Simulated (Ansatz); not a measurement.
# Worked example: CH8O3Si2 + C3H8O2 → CH8O4Si2 + C3H8O

Species: CH8O3Si2 `C[SiH](O)O[SiH2]O`, singlet; C3H8O2 (1,3-propanediol) `OCCCO`, singlet; CH8O4Si2 `C[SiH](O)O[SiH](O)O`, singlet; C3H8O (1-propanol) `CCCO`, singlet. The partners trade H for OH: Si–H and C–OH bonds give way to Si–OH and C–H.

Shapes, held fixed at every level: PBE0-D4/def2-TZVP. Flexible molecules stand in one conformer, not always the lowest. Programs: Ansatz 0.2.0. Electronic energies: no zero-point or thermal term.

At CCSD(T)/CBS estimate; 1 Eh = 2625.50 kJ/mol:

```
 species  energy (Eh)
CH8O3Si2  -846.768971
  C3H8O2  -269.305363
CH8O4Si2  -922.009584
   C3H8O  -194.143418
```

Problem. Work out ΔE of the reaction at this level.

Solution. 
1. Products less reactants: (-922.009584) + (-194.143418) − [(-846.768971) + (-269.305363)] = -0.078668 Eh = -206.5 kJ/mol.

Other levels give -210.5 (MP2/def2-TZVPP) to -192.0 kJ/mol (PBE-D4/def2-TZVPP). No measured value is set beside it here. The CBS estimate extrapolates MP2 from def2-TZVPP and def2-QZVPP and adds CCSD(T) − MP2 in the triple-zeta set, cores frozen.
